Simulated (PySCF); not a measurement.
Compound: FeBr2 (quintet state).
Cartesian coordinates in Å at the PBE0-D3(BJ)/def2-SVP level; atoms count from 1:
```xyz
3
FeBr2 angstrom
Fe    -0.0100   -0.0362   -0.0071
Br    -0.0128   -0.0634    2.2839
Br     0.0064    0.0024   -2.2966
```

Theory: PBE0-D3(BJ)/def2-SVP geometry optimisation, gas phase in PySCF.

Problem. Which atoms are bound to Fe1, and at what distances?

Solution. 2 atoms: Br3 2.290 Å, Br2 2.291 Å.

Problem. What is the shape at Fe1?

Solution. Linear: angle 179.6°.

Problem. What are the rotational constants (commonest isotopes, rigid rotor)?

Solution. B = 610.3 MHz (linear).

Point group: D∞h (every atom within 0.08 Å of its image). Charge 0, quintet. ⟨S²⟩ = 6.011 (exact for a quintet: 6.00). No PBE0-D3(BJ)/def2-SVP frequencies stand behind this structure, so it isn't proved a minimum.

Hardware: an Arm Neoverse V1 with one thread, shared host with 32 logical CPUs at a one-minute load of 21. Cost: 2.5 min of wall time, 0.41 GiB resident at most. These figures are those of the optimisation.
